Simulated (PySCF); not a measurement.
Fractional electron number in Cl⁺ (chlorine, charge +1)

The 3p beta orbital of [Ne] 3s2 3p4 is emptied in steps (occupation f), with all orbitals relaxed, ending at [Ne] 3s2 3p3. All numbers are calculated (PySCF 2.14, no relativity, point nucleus, in def2-TZVP). The exact energy is a straight line in f; departures are measured from the line between the end points of the same method.

```json
{"f": "1", "UHF (eV)": "0.000", "LDA (eV)": "0.000", "PBE (eV)": "0.000", "PBE0 (eV)": "0.000", "r2SCAN (eV)": "0.000", "LC-wPBE (eV)": "0.000", "BHandHLYP (eV)": "0.000", "wB97X (eV)": "0.000", "CAM-B3LYP (eV)": "0.000", "BLYP (eV)": "0.000"}
{"f": "0.8", "UHF (eV)": "0.165", "LDA (eV)": "-0.902", "PBE (eV)": "-0.876", "PBE0 (eV)": "-0.621", "r2SCAN (eV)": "-0.807", "LC-wPBE (eV)": "-0.151", "BHandHLYP (eV)": "-0.384", "wB97X (eV)": "-0.221", "CAM-B3LYP (eV)": "-0.405", "BLYP (eV)": "-0.892"}
{"f": "0.6", "UHF (eV)": "0.242", "LDA (eV)": "-1.356", "PBE (eV)": "-1.311", "PBE0 (eV)": "-0.927", "r2SCAN (eV)": "-1.199", "LC-wPBE (eV)": "-0.221", "BHandHLYP (eV)": "-0.579", "wB97X (eV)": "-0.332", "CAM-B3LYP (eV)": "-0.609", "BLYP (eV)": "-1.340"}
{"f": "0.4", "UHF (eV)": "0.236", "LDA (eV)": "-1.357", "PBE (eV)": "-1.306", "PBE0 (eV)": "-0.922", "r2SCAN (eV)": "-1.187", "LC-wPBE (eV)": "-0.214", "BHandHLYP (eV)": "-0.584", "wB97X (eV)": "-0.333", "CAM-B3LYP (eV)": "-0.611", "BLYP (eV)": "-1.341"}
{"f": "0.2", "UHF (eV)": "0.154", "LDA (eV)": "-0.904", "PBE (eV)": "-0.864", "PBE0 (eV)": "-0.609", "r2SCAN (eV)": "-0.779", "LC-wPBE (eV)": "-0.137", "BHandHLYP (eV)": "-0.393", "wB97X (eV)": "-0.225", "CAM-B3LYP (eV)": "-0.409", "BLYP (eV)": "-0.894"}
{"f": "0", "UHF (eV)": "0.000", "LDA (eV)": "0.000", "PBE (eV)": "0.000", "PBE0 (eV)": "0.000", "r2SCAN (eV)": "0.000", "LC-wPBE (eV)": "0.000", "BHandHLYP (eV)": "0.000", "wB97X (eV)": "0.000", "CAM-B3LYP (eV)": "0.000", "BLYP (eV)": "0.000"}
```

| method | E(f=0) − E(f=1) (eV) | −ε at f=1 (eV) | −ε at f=0.4 (eV) |
| --- | --- | --- | --- |
| UHF | 22.582 | 23.645 | 22.357 |
| LDA | 23.977 | 18.352 | 25.107 |
| PBE | 23.858 | 18.380 | 24.981 |
| PBE0 | 23.846 | 19.958 | 24.647 |
| r2SCAN | 23.813 | 18.736 | 24.875 |
| LC-wPBE | 24.009 | 23.051 | 24.226 |
| BHandHLYP | 23.797 | 21.411 | 24.259 |
| wB97X | 23.876 | 22.496 | 24.142 |
| CAM-B3LYP | 23.979 | 21.456 | 24.477 |
| BLYP | 23.833 | 18.271 | 24.946 |

Orbital energy along the path (eV):

```csv
f,UHF,LDA,PBE,PBE0,r2SCAN,LC-wPBE,BHandHLYP,wB97X,CAM-B3LYP,BLYP
1,-23.645,-18.352,-18.380,-19.958,-18.736,-23.051,-21.411,-22.496,-21.456,-18.271
0.8,-23.181,-20.583,-20.579,-21.528,-20.820,-23.458,-22.346,-23.046,-22.454,-20.480
0.6,-22.753,-22.839,-22.785,-23.095,-22.872,-23.854,-23.295,-23.596,-23.462,-22.707
0.4,-22.357,-25.107,-24.981,-24.647,-24.875,-24.226,-24.259,-24.142,-24.477,-24.946
0.2,-21.988,-27.373,-27.136,-26.162,-26.804,-24.556,-25.249,-24.697,-25.503,-27.188
0,-21.644,-29.615,-29.204,-27.607,-28.615,-24.815,-26.284,-25.329,-26.551,-29.417
```

Reference removal energy between the ground levels: 23.814 eV (measured; NIST Atomic Spectra Database, ionization energies). The calculation has no spin-orbit coupling. UHF lacks correlation.
